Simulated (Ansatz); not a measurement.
Relaxation of Cl₂H₂Sn (5 atoms, charge 0, multiplicity 1), to a largest force component of 0.03 eV/Å in at most 50 steps.

The calculation used RKS B3LYP/def2-SVP (Ansatz).

```xyz
5
Properties=species:S:1:pos:R:3
Sn 0.230 0.046 -0.014
Cl 1.034 -0.015 2.236
H 1.930 -0.081 -0.220
H -0.749 1.408 -0.351
Cl -0.968 -1.905 -0.605
```

Problem. Where does it end, and by what steps?

Solution. It converged. After 5 steps the energy has fallen by 0.501 eV; H3 moved furthest, 0.46 Å.

```
step  energy less start (eV)  largest force component (eV/Å)  accepted
   0                  0.0000                           1.166       yes
   1                 -0.3388                           0.572       yes
   2                 -0.4850                           0.251       yes
   3                 -0.5001                           0.077       yes
   4                 -0.5004                           0.034       yes
   5                 -0.5006                           0.000       yes
```

```xyz
5
Properties=species:S:1:pos:R:3
Sn 0.361 0.039 0.079
Cl 0.710 -0.021 2.415
H 1.890 -0.070 -0.677
H -0.616 1.399 -0.265
Cl -0.868 -1.893 -0.507
```

Whether the end is a true minimum wasn't checked by a vibrational analysis.

Time of the run: 8.3 s on 1 thread of AMD EPYC 9R45 96-Core Processor (Zen 5), on a shared host, peak memory 0.17 GiB.
